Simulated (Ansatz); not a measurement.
Ansatz results at the PBE0-D4/def2-TZVP geometry: HOMO energy (PBE/def2-TZVPP) -4.70 eV; size of the dipole moment (B3LYP/def2-TZVPP) 0.56 D; size of the dipole moment (PBE/def2-TZVPP) 0.53 D.

Each molecule was computed in one conformer, which needn't be the lowest.

(1) Which molecule gave them?
A. `CNB(NC)NC`
B. `COB(N)F`
C. `C#CB(Cl)Cl`
D. `[SiH3]OBO[SiH3]`

Answers

(1) A. The others give `COB(N)F`: -6.17, 0.81, 0.85; `[SiH3]OBO[SiH3]`: -7.61, 0.92, 0.88; `C#CB(Cl)Cl`: -7.30, 1.61, 1.52.

B3LYP here is the variant with VWN-RPA as its local correlation; programs differ in this.
